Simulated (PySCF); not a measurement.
Level of theory: B3LYP-D3(BJ)/def2-TZVP // PBE0-D4/def2-TZVP (PySCF 2.14.0). All species are isolated molecules in the gas phase. One relaxed conformer stands for a flexible species; it need not be the lowest. B3LYP has the VWN-RPA correlation part, as in Gaussian. Delta-SCF ions had no search for a lower state. Excitations are Tamm–Dancoff values on a coarser integration grid. The basis has no diffuse functions, so Rydberg states are missing or too high.

Reference species (SMILES): `[F][Ga]([F])[F]` (neutral, multiplicity 1).

The S1 oscillator strength is 0.000 and the S1–T1 gap (TDA) is 0.36 eV. The vertical ionisation energy (Delta-SCF) is 14.30 eV and the T1 excitation (TDA) is 6.86 eV.

After one change: the S1 oscillator strength stays essentially unchanged; the S1–T1 gap (TDA) rises by 0.04 eV; the vertical ionisation energy (Delta-SCF) drops by 2.58 eV; the T1 excitation (TDA) decreases by 1.22 eV.

Q: Name the change that produced these shifts. The new species is one of these.
A. `[OH][Ga]([OH])[F]` (H–O–Ga–F torsion 0°, F–Ga–O–H torsion -180°)
B. `[OH][Ga]([F])[F]` (H–O–Ga–F torsion 180°)
C. `[OH][Ga]([OH])[OH]`

A: A, `[OH][Ga]([OH])[F]` (H–O–Ga–F torsion 0°, F–Ga–O–H torsion -180°)
